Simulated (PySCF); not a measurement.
## Bromine: a sound run and one with changed settings

Sound run: Br⁺ [Ar] 3d10 4s2 4p4, Br²⁺ [Ar] 3d10 4s2 4p3. Calculation: PySCF 2.14, in Sapporo-DKH3-DZP-2012 (6s5p3d1f, 43 functions); the spin-free X2C one-electron Hamiltonian (Gaussian nucleus). In the sound run the correlated levels freeze [Ar] 3d10. The sound run starts from symmetry-adapted Hartree-Fock orbitals and uses a fine grid where one is needed.

Changed run: basis STO-3G, all-electron and non-relativistic. This setting is unsound on purpose.

```
species  method  sound run (hartree)  changed run (hartree)  converged
    Br⁺     UHF          -2603.95774            -2544.32459        yes
    Br⁺  r2SCAN          -2605.70008            -2545.67508        yes
    Br⁺   B3LYP          -2605.76103            -2545.57740        yes
    Br⁺     MP2          -2604.03409            -2544.32459        yes
   Br²⁺     UHF          -2603.21414            -2543.59590        yes
   Br²⁺  r2SCAN          -2604.91140            -2544.89744        yes
   Br²⁺   B3LYP          -2604.96753            -2544.79364        yes
   Br²⁺     MP2          -2603.27446            -2543.59590        yes
```

Ionisation energy of Br⁺:

| method | sound run (eV) | changed run (eV) |
| --- | --- | --- |
| UHF | 20.235 | 19.828 |
| r2SCAN | 21.461 | 21.161 |
| B3LYP | 21.592 | 21.327 |
| MP2 | 20.671 | 19.828 |
| SCS-MP2 | 20.687 | 19.828 |

A minimal basis cannot let orbitals breathe on ionisation and holds almost no correlation. The Hamiltonian changed with the basis, so the totals do not compare.

For comparison, NIST gives 21.591 eV between the lowest levels.
